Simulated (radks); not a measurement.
The numbers below are computed, except where a source is named.
All-electron atom: Ce in [Xe] 4f1 5d1 6s2.

Level of theory: Dirac Kohn-Sham, BP86, spin-unpolarised, spherical densities, point nucleus; open shells fill j = l - 1/2 first (a radial shooting solver on a logarithmic mesh with Libxc functionals).

Energy parts (hartree):
total: -8866.5903
kinetic: 9513.4378
electron-nucleus: -21596.1489
Hartree: 3427.5855
exchange-correlation: -211.4647

Orbitals (lengths in bohr, moments of r in powers of bohr; <r^-3> diverges for s and p1/2):
1s1/2: occ. 2; eigenvalue (hartree) -1478.882; <1/r> 63.36; <r^4> 1.775e-06; <r> 0.02457
2s1/2: occ. 2; eigenvalue (hartree) -236.6828; <1/r> 14.94; <r^4> 0.0002921; <r> 0.1047
2p1/2: occ. 2; eigenvalue (hartree) -223.4594; <1/r> 14.92; <r^4> 0.0001838; <r> 0.08794
2p3/2: occ. 4; eigenvalue (hartree) -207.0401; <1/r> 13.51; <r^4> 0.0002292; <r> 0.09414; <r^-3> 7089
3s1/2: occ. 2; eigenvalue (hartree) -50.96615; <1/r> 5.389; <r^4> 0.01191; <r> 0.2783
3p1/2: occ. 2; eigenvalue (hartree) -45.36727; <1/r> 5.302; <r^4> 0.01109; <r> 0.2681
3p3/2: occ. 4; eigenvalue (hartree) -42.14105; <1/r> 4.952; <r^4> 0.01310; <r> 0.2802; <r^-3> 1430
3d3/2: occ. 4; eigenvalue (hartree) -32.35293; <1/r> 4.817; <r^4> 0.01004; <r> 0.2513; <r^-3> 234.5
3d5/2: occ. 6; eigenvalue (hartree) -31.66028; <1/r> 4.728; <r^4> 0.01057; <r> 0.2552; <r^-3> 213.2
4s1/2: occ. 2; eigenvalue (hartree) -10.31044; <1/r> 2.234; <r^4> 0.3056; <r> 0.6373
4p1/2: occ. 2; eigenvalue (hartree) -8.23144; <1/r> 2.130; <r^4> 0.3587; <r> 0.6561
4p3/2: occ. 4; eigenvalue (hartree) -7.53824; <1/r> 2.015; <r^4> 0.4217; <r> 0.6834; <r^-3> 308.4
4d3/2: occ. 4; eigenvalue (hartree) -4.12617; <1/r> 1.796; <r^4> 0.6529; <r> 0.7389; <r^-3> 41.94
4d5/2: occ. 6; eigenvalue (hartree) -4.00478; <1/r> 1.768; <r^4> 0.6878; <r> 0.7486; <r^-3> 37.78
5s1/2: occ. 2; eigenvalue (hartree) -1.49090; <1/r> 0.8768; <r^4> 9.873; <r> 1.518
5p1/2: occ. 2; eigenvalue (hartree) -0.92426; <1/r> 0.7732; <r^4> 16.72; <r> 1.705
5p3/2: occ. 4; eigenvalue (hartree) -0.82318; <1/r> 0.7319; <r^4> 20.36; <r> 1.788; <r^-3> 44.53
4f5/2: occ. 1; eigenvalue (hartree) -0.20519; <1/r> 1.213; <r^4> 7.869; <r> 1.100; <r^-3> 4.302
4f7/2: occ. 0; eigenvalue (hartree) -0.19300; <1/r> 1.202; <r^4> 8.408; <r> 1.113; <r^-3> 4.181
6s1/2: occ. 2; eigenvalue (hartree) -0.14191; <1/r> 0.2908; <r^4> 692.1; <r> 4.327
5d3/2: occ. 1; eigenvalue (hartree) -0.11979; <1/r> 0.4535; <r^4> 213.0; <r> 2.920; <r^-3> 2.612
5d5/2: occ. 0; eigenvalue (hartree) -0.11244; <1/r> 0.4426; <r^4> 236.2; <r> 2.991; <r^-3> 2.290

The highest occupied level is 5d3/2 at -3.260 eV. The configuration is held as typed, so some empty levels lie below it. For comparison, the ionisation energy in NIST's Atomic Spectra Database is 5.539 eV (measured). In exact Kohn-Sham theory the highest level is minus the ionisation energy, but local and semilocal functionals leave it too shallow, through self-interaction and a potential that decays too fast; potentials with the right tail come closer. The density falls to 0.001 e/bohr^3 at r = 5.43 bohr. Summed over all electrons, <r^2> = 92.54 bohr^2, which gives a Langevin (diamagnetic) susceptibility term of -73.3 x 10^-6 cm^3/mol.

Beside tabulated values, note that spin-unpolarised runs miss the spin-polarisation part of the exchange energy of open shells.
